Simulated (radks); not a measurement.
Valence configurations of P I (all share [Ne]). All-electron calculation, scalar-relativistic Kohn-Sham, r2SCAN, spin-unpolarised, spherical densities, finite nucleus; meta-GGA in the generalised Kohn-Sham scheme; Fermi nuclear charge, rms radius 3.1889 fm. Program: a radial shooting solver on a logarithmic mesh with Libxc functionals. Energies are relative to 3s2 3p3; eigenvalues in eV.

valence      E (eV)   e(3p)    e(3s)
3s2 3p3       0.000  -5.618  -14.501
3s1.5 3p3.5   4.455  -5.928  -14.864
3s1 3p4       8.934  -6.223  -15.205
3s0.5 3p4.5  13.435  -6.504  -15.525
3p5          17.954  -6.772        -

NIST lists [Ne] 3s2 3p3 as the ground configuration; this level of theory agrees among the configurations tried. The energies are those of spherical spin-averaged densities, not of single terms.
